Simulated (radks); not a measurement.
Ir70+, 7 electrons, occupied as [He] 2s2 2p3 (the NIST ground configuration).

Calculated with a radial shooting solver on a logarithmic mesh with Libxc functionals: scalar-relativistic Kohn-Sham, PBE, spin-polarised, spherical densities, finite nucleus; open shells are filled with parallel spins first (spin-orbit coupling, left out, can overturn this in heavy ions); Fermi nuclear charge, rms radius 5.4032 fm.

Energy parts (hartree):
part                       energy
total                 -10105.4022
kinetic                11794.8334
electron-nucleus      -22258.8474
Hartree                  466.7760
exchange-correlation    -108.1642

Orbitals (lengths in bohr, moments of r in powers of bohr; <r^-3> diverges for s and p1/2):
orbital,occ.,eigenvalue (hartree),<r^-3>,<r^2>
1s up,1,-3077.332,-,0.0004178
1s down,1,-3075.272,-,0.0004172
2s up,1,-739.8508,-,0.006034
2s down,1,-736.2317,-,0.006060
2p up,3,-680.2594,24850,0.004938
2p down,0,-676.0896,24760,0.004967
3s up,0,-312.1321,-,0.03238
3s down,0,-311.0809,-,0.03253
3p up,0,-294.5229,7394,0.03126
3p down,0,-293.3921,7372,0.03144

The highest occupied level is 2p up at -18510.8 eV. Summed over all electrons, <r^2> = 0.02774 bohr^2, which gives a Langevin (diamagnetic) susceptibility term of -0.022 x 10^-6 cm^3/mol.
